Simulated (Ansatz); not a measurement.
Mulliken charges of CH4BNS (`NB1CS1`) from r2SCAN/def2-TZVPP in Ansatz (PBE0-D4/def2-TZVP geometry).

```
atom   x (Å)   y (Å)   z (Å)  charge (e)
  N1  -0.502   1.402  -0.174      -0.319
  B2  -0.175   0.064  -0.253       0.141
  C3   0.580  -1.110   0.371      -0.153
  S4  -0.393  -1.415  -1.197      -0.222
  H5  -1.088   1.862  -0.848       0.188
  H6  -0.172   1.998   0.565       0.185
  H7   1.654  -1.221   0.245       0.090
  H8   0.188  -1.637   1.236       0.090
```

Question: By hand: the dipole of these point charges (1 e Å = 4.8032 D).

Answer: Σ q r = (0.063, 0.508, 0.307) e Å, of length 0.597 e Å = 2.87 D.

Question: How does the dipole of the full density compare? (Best estimate.)

Answer: Computed: (0.030, 0.532, 0.268) e Å, 2.86 D; the point charges give 1.00 times that, at 5° from its direction.

Point charges leave out the atoms' own dipoles, such as those of lone pairs, and Mulliken's split depends on the basis, so the close match here is no proof of good charges.
